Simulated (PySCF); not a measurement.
From one molecule to another.

First species: C7H6ClF.
SMILES: `Cc1cccc(F)c1Cl`

Second species: C6H12N2OSi.
Z-matrix (Å and degrees, GFN2-xTB geometry), rows numbered from 1:
```
C 
N   1  1.4447
Si  2  1.7219  1  123.76
C   3  1.9056  2  106.19  1    54.61
C   4  1.5323  3  112.27  2   151.24
C   5  1.4805  4  109.91  3    55.37
N   6  1.2949  5  127.41  4    91.78
C   7  1.3666  6  105.34  5  -176.69
C   8  1.3561  7  108.55  6     0.00
O   6  1.3464  5  119.27  4   -84.94
H   1  1.0872  2  108.92  3   -38.88
H   1  1.0957  2  112.62  3    81.15
H   1  1.0918  2  109.97  3  -157.85
H   2  1.0084  1  110.92  3  -145.57
H   3  1.4622  2  102.97  1   173.35
H   3  1.4762  2  115.45  1   -65.76
H   4  1.0905  3  110.38  2    30.25
H   4  1.0910  3  110.44  2   -88.04
H   5  1.0910  4  109.57  3   -63.98
H   5  1.0914  4  110.67  3   175.23
H   8  1.0700  7  121.26  6  -179.86
H   9  1.0697  8  133.96  7  -179.65
```

Levels: PBE0/pcSseg-1 for dipole moment, HOMO energy, LUMO energy and HOMO–LUMO gap; GFN2-xTB for rotational constant A and rotational constant C. Geometries: GFN2-xTB. Each species is one conformer at its optimised geometry, gas phase, non-relativistic unless stated; the electronic structure was computed with PySCF and density fitting.

Dipoles, sizes and rotational constants follow the conformer. The torsions of the flexible species, by atom-mapped SMILES:
- `[CH3:1][NH:2][SiH2:3][CH2:4][CH2:5][c:6]1[n:7][cH:8][cH:9][o:10]1`: C1–N2–Si3–C4 55°, N2–Si3–C4–C5 151°, Si3–C4–C5–C6 55°, C4–C5–C6–N7 92°

Values for the first species:

- Dipole moment: 2.61 D
- HOMO energy: -7.26 eV
- LUMO energy: -0.67 eV
- HOMO–LUMO gap: 6.59 eV
- Rotational constant A: 1.770 GHz
- Rotational constant C: 0.827 GHz

Q: Estimate the same properties for the second species, and the change in each.

A: 
```
             property      first     second  second less first
        dipole moment     2.61 D     1.61 D            -1.00 D
          HOMO energy   -7.26 eV   -6.59 eV           +0.67 eV
          LUMO energy   -0.67 eV    0.04 eV           +0.71 eV
        HOMO–LUMO gap    6.59 eV    6.63 eV           +0.04 eV
rotational constant A  1.770 GHz  2.693 GHz         +0.923 GHz
rotational constant C  0.827 GHz  0.537 GHz         -0.290 GHz
```

On the first: The dipole equals about 8.7 × 10⁻³⁰ C·m (1 D = 3.33564 × 10⁻³⁰ C·m).

On the second: The dipole matches unit charges of opposite sign 0.33 Å apart (1 e·Å = 4.8032 D).
